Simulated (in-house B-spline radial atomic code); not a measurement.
Si III (Si2+) is squeezed into an impenetrable sphere of radius R (the orbitals vanish at R). No spin polarisation. Computed with a B-spline radial code for spherical atoms: non-relativistic Hartree-Fock, average of configuration, point nucleus.

Energies in eV above the free ion in [Ne] 3s2:

| R (bohr) | highest level (eV) | [Ne] 3s2 | [He] 2s1 2p6 3s2 3p1 | [Ne] 3s1 3d1 | -dE/dV in [Ne] 3s2 (GPa) |
| --- | --- | --- | --- | --- | --- |
| 7.29 | -32.2 | 0.0008945 | 156.1 | 17.04 | 0.00359 |
| 6.84 | -32.2 | 0.0027 | 156.1 | 17.11 | 0.0121 |
| 5.05 | -32 | 0.1704 | 156.3 | 18.25 | 1.25 |
| 4.47 | -31.7 | 0.5857 | 156.8 | 19.51 | 5.24 |
| 3.56 | -29.7 | 3.63 | 160.8 | 24.89 | 47.9 |
| 3.06 | -26.2 | 9.498 | 168.7 | 32.54 | 167 |
| 2.74 | -21.7 | 17.54 | 179.9 | 41.6 | 388 |
| 2.22 | -4.81 | 48.96 | 223.9 | 72.34 | 1750 |
| 1.6 | 67.1 | 194.4 | 424.1 | 195.6 | 16200 |
| 1.28 | 184 | 458.8 | 771.1 | 408.5 | 70300 |

Question: Does [He] 2s1 2p6 3s2 3p1 fall below [Ne] 3s2 under compression?

Answer: No, it stays above over the whole range.

Question: Does [Ne] 3s1 3d1 fall below [Ne] 3s2 under compression?

Answer: Yes, between R = 1.6 and 1.28 bohr the order changes (near 1.59 bohr by linear interpolation).

The highest level is first positive in the row R = 1.6 bohr, pushed up by confinement above the zero of the free ion's potential. Each configuration is held fixed and needn't be the lowest in the sphere.
